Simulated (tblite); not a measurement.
A geometry optimisation, step by step.

C₅H₉AsO₂.
Atom-mapped SMILES: `[O:1]=[C:2]([OH:3])[C@@H:4]1[CH2:5][CH2:6][AsH:7][CH2:8]1` (hydrogens: H9 on O3; H10 on C4; H11, H12 on C5; H13, H14 on C6; H15 on As7; H16, H17 on C8)

Computed with GFN2-xTB (tblite), gas phase: L-BFGS steps from a force-field or distance-geometry start until the largest atomic force falls under 0.01 eV/Å. 11 of its 46 geometries are shown.

Step 0: E = -701.5987 eV, largest atomic force 4.345 eV/Å
```
atom  x, y, z in Å  |  force x, y, z in eV/Å
O1      1.714   -1.046   -1.964   -0.368   1.408   3.352
C2      1.517   -0.570   -0.817    2.642  -1.485  -3.114
O3      2.626   -0.298    0.010   -1.106  -0.177  -0.714
C4      0.125   -0.318   -0.320    0.168  -0.063   0.654
C5     -0.079    1.136    0.090    0.259   0.813  -0.339
C6     -1.435    1.268    0.772   -0.178   0.792   0.147
As7    -1.782   -0.400    1.754   -0.702  -0.471  -0.283
C8     -0.190   -1.183    0.909    0.297  -0.553   0.053
H9      3.567   -0.465   -0.316   -1.939   0.009  -0.149
H10    -0.603   -0.575   -1.116    0.543   0.100   0.166
H11    -0.043    1.793   -0.816    0.136  -0.366   0.657
H12     0.716    1.454    0.791   -0.218  -0.232  -0.380
H13    -1.430    2.131    1.486   -0.089  -0.460  -0.665
H14    -2.227    1.419    0.018    0.238   0.112   0.394
H15    -2.722   -0.938    0.630    0.225   0.096   0.471
H16     0.634   -1.163    1.653   -0.244  -0.061  -0.517
H17    -0.395   -2.235    0.610    0.333   0.538   0.267
```

Step 4: E = -702.0475 eV, largest atomic force 0.496 eV/Å
```
atom  x, y, z in Å  |  force x, y, z in eV/Å
O1      1.747   -1.037   -1.945    0.155   0.095   0.280
C2      1.560   -0.589   -0.841   -0.335  -0.097  -0.353
O3      2.549   -0.293    0.005   -0.146   0.137   0.337
C4      0.165   -0.317   -0.295   -0.322  -0.026  -0.129
C5     -0.073    1.146    0.092    0.227   0.000  -0.093
C6     -1.430    1.280    0.769   -0.102  -0.119   0.120
As7    -1.820   -0.425    1.737    0.270   0.143   0.161
C8     -0.182   -1.186    0.910    0.031  -0.043   0.043
H9      3.436   -0.471   -0.345   -0.158  -0.077  -0.205
H10    -0.543   -0.565   -1.095    0.103  -0.021  -0.128
H11    -0.026    1.786   -0.793    0.086  -0.009   0.020
H12     0.716    1.447    0.774    0.150   0.084   0.151
H13    -1.438    2.128    1.457    0.018   0.033  -0.031
H14    -2.221    1.437    0.038   -0.050   0.087  -0.091
H15    -2.712   -0.936    0.657   -0.180  -0.139  -0.204
H16     0.633   -1.170    1.630    0.118   0.008   0.144
H17    -0.367   -2.222    0.622    0.134  -0.053  -0.022
```

Step 9: E = -702.0912 eV, largest atomic force 0.122 eV/Å
```
atom  x, y, z in Å  |  force x, y, z in eV/Å
O1      1.777   -1.033   -1.929   -0.064   0.008   0.022
C2      1.534   -0.586   -0.838   -0.016  -0.002  -0.004
O3      2.509   -0.282    0.029   -0.011   0.026   0.064
C4      0.145   -0.321   -0.304   -0.001   0.009  -0.039
C5     -0.059    1.146    0.096   -0.018  -0.035  -0.033
C6     -1.428    1.278    0.767    0.029   0.026  -0.012
As7    -1.803   -0.421    1.740   -0.062  -0.046  -0.085
C8     -0.171   -1.191    0.914   -0.013   0.016  -0.059
H9      3.371   -0.479   -0.370   -0.007   0.015   0.039
H10    -0.541   -0.570   -1.122   -0.078   0.025   0.066
H11    -0.005    1.787   -0.788    0.068   0.016   0.028
H12     0.733    1.450    0.787   -0.051  -0.106  -0.032
H13    -1.436    2.132    1.448    0.020   0.023   0.028
H14    -2.218    1.449    0.033    0.055  -0.014  -0.028
H15    -2.724   -0.952    0.650    0.075   0.004   0.092
H16     0.648   -1.166    1.639   -0.001   0.064  -0.075
H17    -0.337   -2.230    0.624    0.075  -0.030   0.029
```

Step 14: E = -702.1027 eV, largest atomic force 0.104 eV/Å
```
atom  x, y, z in Å  |  force x, y, z in eV/Å
O1      1.772   -1.031   -1.920    0.030  -0.034  -0.085
C2      1.519   -0.582   -0.834    0.004  -0.012  -0.008
O3      2.487   -0.274    0.044   -0.053  -0.023  -0.086
C4      0.129   -0.322   -0.316   -0.002  -0.009   0.014
C5     -0.059    1.140    0.091    0.004   0.029   0.062
C6     -1.423    1.282    0.764    0.004  -0.001  -0.039
As7    -1.800   -0.425    1.733    0.019   0.016   0.063
C8     -0.171   -1.192    0.903    0.012   0.001   0.048
H9      3.347   -0.474   -0.358    0.006   0.030   0.084
H10    -0.572   -0.565   -1.119   -0.023  -0.011  -0.052
H11     0.025    1.794   -0.781   -0.014  -0.005   0.015
H12     0.731    1.414    0.791    0.059  -0.031   0.061
H13    -1.427    2.135    1.450   -0.004  -0.043  -0.049
H14    -2.202    1.451    0.019   -0.029   0.019   0.018
H15    -2.716   -0.963    0.660   -0.029  -0.014  -0.047
H16     0.654   -1.137    1.618    0.028   0.061   0.008
H17    -0.301   -2.241    0.631   -0.011   0.027  -0.010
```

Step 18: E = -702.1080 eV, largest atomic force 0.089 eV/Å
```
atom  x, y, z in Å  |  force x, y, z in eV/Å
O1      1.771   -1.036   -1.931   -0.025  -0.003   0.002
C2      1.510   -0.587   -0.846   -0.004  -0.019  -0.059
O3      2.466   -0.273    0.040    0.003   0.010   0.031
C4      0.120   -0.324   -0.322    0.010  -0.012  -0.049
C5     -0.054    1.138    0.096    0.022  -0.051  -0.022
C6     -1.421    1.280    0.759    0.001  -0.009   0.024
As7    -1.798   -0.424    1.738   -0.028  -0.015  -0.083
C8     -0.169   -1.188    0.904    0.034   0.032  -0.026
H9      3.340   -0.464   -0.333    0.001   0.001  -0.001
H10    -0.589   -0.563   -1.122    0.008   0.001  -0.008
H11     0.038    1.798   -0.771    0.014   0.002   0.050
H12     0.740    1.387    0.805   -0.034   0.008   0.002
H13    -1.424    2.131    1.442   -0.015   0.035   0.022
H14    -2.200    1.456    0.015    0.001  -0.022   0.003
H15    -2.714   -0.970    0.659    0.020   0.020   0.038
H16     0.662   -1.108    1.608    0.010  -0.003   0.037
H17    -0.285   -2.240    0.635   -0.017   0.027   0.039
```

Step 22: E = -702.1092 eV, largest atomic force 0.029 eV/Å
```
atom  x, y, z in Å  |  force x, y, z in eV/Å
O1      1.770   -1.039   -1.935    0.010  -0.008  -0.012
C2      1.508   -0.589   -0.852    0.005   0.007   0.012
O3      2.460   -0.273    0.040    0.001  -0.008  -0.024
C4      0.120   -0.326   -0.328   -0.001   0.009   0.009
C5     -0.052    1.133    0.097   -0.014   0.023   0.010
C6     -1.421    1.280    0.759    0.003   0.009  -0.007
As7    -1.798   -0.424    1.732    0.011  -0.001   0.022
C8     -0.165   -1.184    0.902   -0.007  -0.004   0.010
H9      3.338   -0.462   -0.327   -0.001  -0.003  -0.010
H10    -0.592   -0.563   -1.125    0.004  -0.008  -0.012
H11     0.044    1.800   -0.763    0.010   0.019  -0.001
H12     0.738    1.381    0.809   -0.008  -0.010   0.012
H13    -1.425    2.133    1.442   -0.002  -0.008  -0.005
H14    -2.199    1.454    0.014    0.004  -0.012   0.000
H15    -2.713   -0.970    0.660   -0.007   0.000  -0.022
H16     0.665   -1.101    1.610   -0.007   0.005  -0.002
H17    -0.284   -2.237    0.642    0.000  -0.010   0.019
```

Step 27: E = -702.1097 eV, largest atomic force 0.021 eV/Å
```
atom  x, y, z in Å  |  force x, y, z in eV/Å
O1      1.770   -1.041   -1.938   -0.015   0.004   0.010
C2      1.508   -0.590   -0.855   -0.001  -0.003  -0.001
O3      2.460   -0.273    0.036    0.010   0.006   0.007
C4      0.119   -0.325   -0.329    0.004  -0.010  -0.001
C5     -0.053    1.135    0.098    0.009  -0.019   0.001
C6     -1.421    1.280    0.759   -0.010  -0.012   0.004
As7    -1.798   -0.425    1.733   -0.004   0.011  -0.011
C8     -0.165   -1.183    0.903    0.002   0.003  -0.004
H9      3.338   -0.463   -0.329    0.002  -0.007  -0.018
H10    -0.591   -0.564   -1.128    0.001   0.008   0.011
H11     0.049    1.806   -0.759    0.002  -0.006   0.015
H12     0.736    1.376    0.815    0.003   0.000   0.004
H13    -1.427    2.133    1.442   -0.008   0.004  -0.005
H14    -2.199    1.450    0.013   -0.006   0.003  -0.007
H15    -2.713   -0.969    0.656    0.004   0.002   0.000
H16     0.664   -1.096    1.610   -0.001   0.007  -0.001
H17    -0.283   -2.238    0.650    0.006   0.008  -0.005
```

Step 32: E = -702.1101 eV, largest atomic force 0.020 eV/Å
```
atom  x, y, z in Å  |  force x, y, z in eV/Å
O1      1.765   -1.043   -1.938    0.001  -0.008  -0.007
C2      1.508   -0.590   -0.855   -0.003   0.003  -0.002
O3      2.465   -0.272    0.031   -0.003  -0.009  -0.012
C4      0.120   -0.326   -0.328   -0.002   0.015   0.009
C5     -0.051    1.133    0.102   -0.008   0.016   0.010
C6     -1.423    1.278    0.757    0.004   0.013  -0.003
As7    -1.801   -0.423    1.731   -0.002  -0.019   0.002
C8     -0.165   -1.181    0.904    0.005   0.000   0.009
H9      3.339   -0.467   -0.341    0.002   0.003  -0.001
H10    -0.590   -0.563   -1.127   -0.003   0.003   0.005
H11     0.055    1.810   -0.748    0.005  -0.010  -0.010
H12     0.734    1.370    0.824   -0.005  -0.004   0.007
H13    -1.432    2.133    1.437   -0.006   0.006  -0.001
H14    -2.201    1.446    0.009    0.015   0.002  -0.010
H15    -2.711   -0.967    0.651   -0.006  -0.009  -0.002
H16     0.663   -1.088    1.611    0.003  -0.004   0.015
H17    -0.280   -2.238    0.656    0.004   0.001  -0.009
```

Step 36: E = -702.1105 eV, largest atomic force 0.030 eV/Å
```
atom  x, y, z in Å  |  force x, y, z in eV/Å
O1      1.759   -1.047   -1.940   -0.016   0.001   0.001
C2      1.506   -0.590   -0.856   -0.002  -0.009  -0.014
O3      2.469   -0.274    0.024   -0.002   0.007   0.008
C4      0.120   -0.323   -0.325    0.007  -0.013  -0.005
C5     -0.051    1.134    0.109    0.025  -0.006  -0.015
C6     -1.426    1.279    0.755   -0.002  -0.011   0.006
As7    -1.804   -0.426    1.729   -0.015   0.014  -0.011
C8     -0.163   -1.179    0.908    0.000  -0.002  -0.006
H9      3.340   -0.470   -0.354   -0.001   0.001   0.001
H10    -0.591   -0.560   -1.123   -0.004   0.004   0.016
H11     0.063    1.810   -0.741    0.003   0.019  -0.009
H12     0.731    1.364    0.836    0.004   0.020   0.014
H13    -1.440    2.135    1.432   -0.008   0.003   0.010
H14    -2.197    1.444    0.001    0.001  -0.002  -0.008
H15    -2.711   -0.968    0.645    0.006  -0.009   0.006
H16     0.663   -1.081    1.617   -0.005  -0.015   0.003
H17    -0.274   -2.236    0.658    0.010  -0.002   0.004
```

Step 40: E = -702.1108 eV, largest atomic force 0.024 eV/Å
```
atom  x, y, z in Å  |  force x, y, z in eV/Å
O1      1.750   -1.050   -1.942    0.004  -0.004  -0.008
C2      1.505   -0.592   -0.858   -0.003   0.002   0.011
O3      2.472   -0.275    0.017   -0.005  -0.004  -0.014
C4      0.122   -0.322   -0.321   -0.005   0.013   0.010
C5     -0.047    1.135    0.114   -0.013   0.012   0.015
C6     -1.427    1.279    0.753    0.011   0.008  -0.020
As7    -1.808   -0.426    1.725    0.017  -0.001   0.002
C8     -0.162   -1.178    0.911   -0.005  -0.003   0.007
H9      3.341   -0.472   -0.365    0.000   0.003   0.006
H10    -0.592   -0.556   -1.117   -0.007   0.000  -0.001
H11     0.070    1.813   -0.736    0.007  -0.002   0.020
H12     0.729    1.365    0.848    0.003   0.012  -0.017
H13    -1.449    2.137    1.430    0.003  -0.021  -0.010
H14    -2.194    1.441   -0.007    0.003  -0.001   0.001
H15    -2.710   -0.972    0.641    0.001  -0.007  -0.007
H16     0.662   -1.080    1.623   -0.004  -0.002   0.001
H17    -0.268   -2.235    0.660   -0.006  -0.006   0.004
```

Step 45: E = -702.1110 eV, largest atomic force 0.008 eV/Å
```
atom  x, y, z in Å  |  force x, y, z in eV/Å
O1      1.745   -1.053   -1.944   -0.004  -0.001   0.001
C2      1.503   -0.593   -0.860    0.002  -0.001   0.000
O3      2.473   -0.275    0.012    0.000   0.004   0.005
C4      0.123   -0.320   -0.318    0.003  -0.004  -0.003
C5     -0.046    1.137    0.117    0.005  -0.003  -0.003
C6     -1.428    1.278    0.750   -0.003  -0.005   0.005
As7    -1.809   -0.426    1.723   -0.002   0.001   0.003
C8     -0.162   -1.178    0.913    0.002   0.001  -0.002
H9      3.342   -0.473   -0.370   -0.003  -0.001  -0.001
H10    -0.595   -0.553   -1.112   -0.002   0.004   0.001
H11     0.077    1.816   -0.729   -0.001   0.004  -0.004
H12     0.729    1.366    0.853    0.003   0.000   0.003
H13    -1.454    2.135    1.427   -0.001   0.003   0.002
H14    -2.191    1.439   -0.013    0.001  -0.002  -0.003
H15    -2.709   -0.976    0.637    0.004  -0.002  -0.002
H16     0.661   -1.078    1.627    0.002  -0.001  -0.001
H17    -0.265   -2.235    0.663   -0.006   0.003   0.001
```

Q: Summarise the path.

A: The energy falls by 49.43 kJ/mol from step 0 to step 45; nine tenths of that is first reached at step 5. It falls at every step. The largest force goes from 4.345 to 0.008 eV/Å. Among the bonds C2–O3 changes most, from 1.410 to 1.342 Å; the atoms move by 0.097 Å rms after alignment.

Q: Follow the three bonds and two angles with the largest change from start to end.

A: 
```csv
step,E above end (kJ/mol),largest force (eV/Å),C2–O3 (Å),O1=C2 (Å),As7–H15 (Å),C2–O3–H9 (°),O3–C2–C4 (°)
0,49.43,4.345,1.410,1.257,1.561,120.7,120.2
2,17.67,1.037,1.359,1.205,1.531,119.0,117.6
4,6.13,0.496,1.335,1.206,1.491,114.1,114.3
6,3.33,0.377,1.344,1.202,1.508,110.9,113.1
8,2.19,0.159,1.341,1.203,1.524,109.7,113.3
10,1.65,0.132,1.339,1.204,1.517,109.3,113.8
12,1.21,0.142,1.341,1.203,1.506,108.8,113.9
14,0.80,0.104,1.343,1.202,1.509,108.7,113.6
16,0.53,0.095,1.342,1.202,1.518,109.2,113.2
18,0.29,0.089,1.341,1.203,1.517,110.0,112.7
20,0.20,0.037,1.342,1.202,1.511,110.2,112.5
22,0.17,0.029,1.342,1.202,1.512,110.2,112.4
23,0.16,0.024,1.342,1.202,1.513,110.2,112.4
25,0.14,0.027,1.342,1.202,1.515,110.3,112.3
27,0.13,0.021,1.342,1.202,1.514,110.3,112.4
29,0.12,0.025,1.342,1.202,1.512,110.2,112.4
31,0.10,0.027,1.342,1.202,1.512,110.0,112.6
33,0.08,0.026,1.342,1.202,1.514,110.0,112.6
35,0.06,0.030,1.342,1.202,1.514,110.0,112.7
37,0.04,0.024,1.342,1.202,1.513,110.0,112.7
39,0.03,0.025,1.342,1.202,1.512,109.9,112.7
41,0.01,0.019,1.342,1.202,1.513,110.0,112.7
43,0.00,0.012,1.342,1.202,1.514,110.1,112.7
45,0.00,0.008,1.342,1.202,1.513,110.1,112.7
```

What follows is the cost of the whole relaxation. The run took 0.91 s wall on one thread, Intel Xeon at 2.50 GHz (x86_64), no GPU, on a shared host.
